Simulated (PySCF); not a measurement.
Method: B3LYP/[Zr def2-SVP with ECP28, S def2-SVP, Cl def2-SVP], scalar-relativistic core potentials, density fitting, no spin–orbit coupling, PySCF.

```xyz
4
charge 0 multiplicity 1, angstrom
Zr   -0.0291   -0.2640   -0.0180
S    -1.8594    0.2188   -1.1515
Cl   -0.1998    0.2130    2.2970
Cl    1.9673    0.2130   -1.2024
```

ZrSCl₂ (singlet), along the line from Zr1 (at 0) through S2 (at 2.206 Å). Core electrons replaced by a potential are absent, the electrostatic potential uses the reduced nuclear charge, and values within about 0.7 Å of such atoms have no physical meaning.

Q: Tabulate the fields along this line at -0.77, 0.77, 0.88, 0.99, 1.10, 1.21, 1.32, 1.43, 1.54, 1.65, 1.77, 1.88, 1.99, 2.10, 2.32, 2.43, 2.54, 2.65, 2.76, 2.87, 2.98, 3.09, 3.20, 3.31, 3.42, 3.53 Å.

A: 
```
distance (Å)  electron density (e/Å³)  electron localisation function  electrostatic potential (V)
       -0.77                     1.95                           0.846                           41
        0.77                     1.81                           0.596                         41.5
        0.88                     1.21                           0.415                         28.1
        0.99                    0.938                            0.35                         20.3
        1.10                    0.871                           0.442                         16.2
        1.21                    0.934                            0.63                         15.3
        1.32                     1.08                            0.76                         17.8
        1.43                     1.25                           0.762                         24.7
        1.54                      1.4                           0.531                         37.7
        1.65                     1.61                            0.15                         59.9
        1.77                     2.82                           0.101                           98
        1.88                       11                           0.626                          171
        1.99                     50.3                           0.864                          358
        2.10                      163                           0.347                         1140
        2.32                      164                           0.351                         1140
        2.43                     50.6                           0.864                          357
        2.54                       11                           0.619                          171
        2.65                     2.78                           0.106                         97.6
        2.76                     1.52                           0.168                         59.2
        2.87                     1.22                           0.614                         36.4
        2.98                    0.968                           0.883                         22.3
        3.09                    0.715                            0.93                         13.5
        3.20                    0.498                            0.93                         8.05
        3.31                    0.336                           0.914                         4.65
        3.42                    0.224                            0.88                         2.52
        3.53                     0.15                           0.825                         1.19
```

On a grid of 0.11 Å the density has a local minimum along the bond near 1.10 Å from Zr, at 0.87 e/Å³, where the ELF is 0.44.
